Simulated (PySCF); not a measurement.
```xyz
4
charge 0 multiplicity 1, angstrom
Zr    0.0000    0.3813    0.6790
S     0.0000   -0.2829    2.7762
I     2.3709   -0.1006   -0.6009
I    -2.3709   -0.1006   -0.6009
```

These are results of PySCF, B3LYP, basis Zr def2-SVP with ECP28, S def2-SVP, I def2-SVP with ECP28 (scalar-relativistic core potentials, no spin–orbit coupling, density fitting), not measurements.

This geometry of ZrSI2 is a stationary point at this level.

(1) What is the point group?

(2) Is it a minimum?

(3) What are the dipole moment and the gap between the highest occupied and lowest empty levels?

(4) Give the atomic charges and bond orders.

## Answers

(1) Cs.

(2) Yes: all harmonic wavenumbers are real, though the softest, 39 cm⁻¹, leaves little margin.

(3) 3.13 D and 3.20 eV.

(4) 
```tsv
atom	Mulliken	Löwdin	polar tensor	Mayer order to Zr1
Zr1	0.56	-0.53	1.61	–
S2	-0.16	0.20	-0.61	2.46
I3,4	-0.20	0.17	-0.50	1.27
```

Other isomers or separated fragments may lie lower.
